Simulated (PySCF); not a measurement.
**Two-component Hartree-Fock for Se³⁺ (selenium, charge +3)**

Start: [Ar] 3d10 4s2 4p1; 4p1/2 filled at m_j = +1/2. Calculated with PySCF 2.14 in x2c-QZVPPall-2c (11s10p5d4f1g, 103 functions): generalised Hartree-Fock with the X2C-1e Hamiltonian and a Gaussian nucleus; one run each with spin-orbit coupling (SO) switched off, then screened by Boettger's factors.

```tsv
spinor shell	electrons	ε, spin-free (eV)	ε, screened SO (eV)	weight of nominal j (screened SO)	rms radius, screened SO (bohr)
1s1/2	2	-12775.0	-12774.6	1.000	0.0508
2s1/2	2	-1733.2	-1733.1	1.000	0.212
2p1/2	2	-1523.8	-1552.6	1.000	0.187
2p3/2	4	-1523.8	-1509.9	1.000	0.190
3s1/2	2	-287.23	-287.11	1.000	0.612
3p1/2	2	-219.21	-223.59	1.000	0.628
3p3/2	4	-219.21	-216.95	1.000	0.639
3d3/2	4	-107.01	-107.55	0.998	0.689
3d5/2	6	-107.01	-106.47	0.999	0.691
4s1/2	2	-54.013	-53.960	0.998	1.78
4p1/2	1	-42.355	-42.708	0.987	2.01
```

```tsv
quantity	spin-free	screened SO
E (hartree)	-2425.86726	-2426.00018
M_J	1/2	1/2
⟨J²⟩	1.082	0.798
⟨L²⟩	2.031	2.032
⟨S²⟩	0.760	0.762
```

Each row is a mean over spinors that exchange with the open shell spreads, by up to 0.883 eV (3p1/2).

Without spin-orbit coupling the j labels of p, d and f shells carry no meaning; the spin-free column gives the mean over the occupied spinors of each nl shell, and its ⟨J²⟩ belongs to a mixture of degenerate components.
